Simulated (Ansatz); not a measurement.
Stepwise reaction of trimethylindium with water, as a gas-phase model of exchange steps in deposition or etching. ΔE in kJ/mol.

Program: Ansatz. Geometries: PBE0-D4/def2-TZVP. ΔE: electronic, gas phase. CCSD(T)/CBS is the MP2 limit (def2-TZVPP, def2-QZVPP) plus CCSD(T) − MP2 in def2-TZVPP, frozen cores. This one scheme is used for every species. Functionals use def2-TZVPP. B3LYP here is the variant with VWN-RPA as its local correlation; programs differ in this. def2 core potentials past Kr. For In outer-core shells are correlated without core-valence functions, which leaves a few kJ/mol of doubt a bond. One conformer a species, not always the lowest.

```csv
step,reaction,PBE-D4,B3LYP-D4,ωB97M-V,CCSD(T)/CBS
1,`[CH3][In]([CH3])[CH3]` + H₂O → `[CH3][In]([CH3])[OH]` + CH₄,-77.3,-81.0,-73.9,-75.1
2,`[CH3][In]([CH3])[OH]` + H₂O → `[CH3][In]([OH])[OH]` + CH₄,-57.3,-61.4,-56.5,-56.3
3,`[CH3][In]([OH])[OH]` + H₂O → `[OH][In]([OH])[OH]` + CH₄,-33.1,-36.6,-32.7,-31.7
```

By hand: ΔE of the 3 steps together at CCSD(T)/CBS.

(-75.1) + (-56.3) + (-31.7) = -163.1 kJ/mol, or -54.4 kJ/mol a step.

In ΔE each step is higher than the one before. All are downhill at CCSD(T)/CBS. PBE-D4 differs from CCSD(T)/CBS by -2.2 to -1.0 kJ/mol a step. Isolated molecules leave out the surface, adducts and barriers. Largest T1 diagnostic: 0.017.
